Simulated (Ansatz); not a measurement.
Reaction (redistribution): `OB[SiH]1C[SiH2]1` + `[CH3][In]([Cl])[Cl]` → `CB[SiH]1C[SiH2]1` + `[OH][In]([Cl])[Cl]`

Isolated molecules relaxed with PBE0-D4/def2-TZVP in Ansatz; ΔE leaves out vibrations. CBS: MP2 limit from def2 TZ/QZ plus the TZ coupled-cluster correction, frozen cores. DFT in def2-TZVPP. def2 core potentials past Kr. For In outer-core shells are correlated without core-valence functions, which leaves a few kJ/mol of doubt a bond. Each species was taken in one conformer, which may not be the lowest.

`OB[SiH]1C[SiH2]1`:

Z-matrix (Å, degrees):
```
Si
B 1 1.998
Si 1 2.267 2 116.7
C 1 1.910 2 117.8 3 59.9
H 1 1.484 2 119.5 3 -151.3
O 2 1.354 1 117.5 3 -50.9
H 2 1.204 1 122.5 3 126.1
H 3 1.482 1 121.6 2 -153.1
H 3 1.482 1 121.5 2 3.6
H 4 1.087 1 116.8 2 144.0
H 4 1.088 1 115.2 2 9.6
H 6 0.961 2 113.7 1 176.1
```

`[CH3][In]([Cl])[Cl]`:

Z-matrix (Å, degrees):
```
C
In 1 2.126
H 1 1.088 2 109.3
H 1 1.089 2 109.2 3 121.1
H 1 1.090 2 108.6 3 -119.7
Cl 2 2.323 1 124.3 3 -159.7
Cl 2 2.323 1 124.4 3 20.5
```

`CB[SiH]1C[SiH2]1`:

Cartesian coordinates in Å:
```
C 1.390 1.233 1.346
B 0.687 0.726 0.024
Si -1.243 0.702 -0.207
C -1.565 -0.729 -1.390
Si -0.058 -1.349 -0.428
H 2.288 0.639 1.555
H 0.759 1.194 2.237
H 1.734 2.266 1.226
H 1.308 0.741 -1.012
H -2.123 0.515 0.993
H -2.501 -1.268 -1.279
H -1.337 -0.526 -2.435
H 1.074 -1.815 -1.257
H -0.413 -2.330 0.626
```

`[OH][In]([Cl])[Cl]`:

```xyz
5

O     0.086    0.856    1.315
In   -0.168   -0.346   -0.213
Cl    0.960    0.063   -2.184
Cl   -1.580   -2.139   -0.030
H     0.701    1.566    1.112
```

```csv
level,ΔE (kcal/mol)
ωB97M-V,18.4
HF/def2-QZVPP,30.7
```

Question: What does CCSD(T)/CBS give? (An estimate is asked.)

Answer: Ansatz gave: +17.2 kcal/mol. The listed levels differ from it by 1.2, 13.5 kcal/mol.

Largest T1 diagnostic among the species: 0.015.

The D4 term adds −1.6 kcal/mol with B3LYP and −0.8 kcal/mol with PBE0; it sums over pairs of atoms, weighted by their polarisabilities, and B3LYP, whose exchange is more repulsive, gets the larger term. From PBE to PBE0 (25 % exact exchange), in def2-TZVPP and without D4, ΔE moves by +2.3 kcal/mol.

B3LYP here is the variant with VWN-RPA as its local correlation; programs differ in this.
